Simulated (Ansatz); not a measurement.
Born–Oppenheimer molecular dynamics of ClGaH5N (8 atoms, charge 0, multiplicity 1). It starts at the highest image of a converged band, a first-order saddle point between two minima.

Theory: Ansatz, RHF/def2-SVP.

```yaml
ensemble: NVE (velocity Verlet)
time_step: 0.5 fs
steps_asked: 200
starting_velocities_drawn_for: 100 K
seed: 5557
```

First frame:

```xyz
8
Properties=species:S:1:pos:R:3
Ga -0.004 -0.022 0.160
N -0.022 0.109 2.068
H -0.799 -0.291 2.568
H 0.825 -0.101 2.569
H 1.414 -0.029 -0.495
H -1.379 -0.352 -0.501
Cl -0.325 2.734 0.963
H -0.198 1.624 1.812
```

(1) How far do the bonds stretch over the last three quarters of this one trajectory? (Pairs bonded in most of those frames.)

Answers

(1) 
```
   bond  mean (Å)  spread (Å)  shortest  longest
 Ga1–N2     2.284       0.149      1.95     2.43
 Ga1–H5     1.569       0.012      1.55     1.59
 Ga1–H6     1.569       0.034      1.52     1.63
Ga1–Cl7     2.380       0.337      1.93     2.87
  N2–H3     1.011       0.020      0.96     1.06
  N2–H4     1.010       0.018      0.97     1.05
  N2–H8     1.052       0.109      0.88     1.21
```

Mean temperature of the second half: 1595 K. The conserved energy stayed within 1.7 meV per atom of its start (net change 0.12 meV per atom), so the integration is sound. The kinetic energy rose, since the run started high on the potential surface and went downhill. A run of 0.1 ps of so small a system gives no equilibrium averages. The orbitals stay closed-shell, which can raise the energy where a bond breaks towards radicals; this wasn't checked here.

The run took 4.6 min on 1 thread of Arm Neoverse V2 (shared host), peak memory 0.17 GiB.
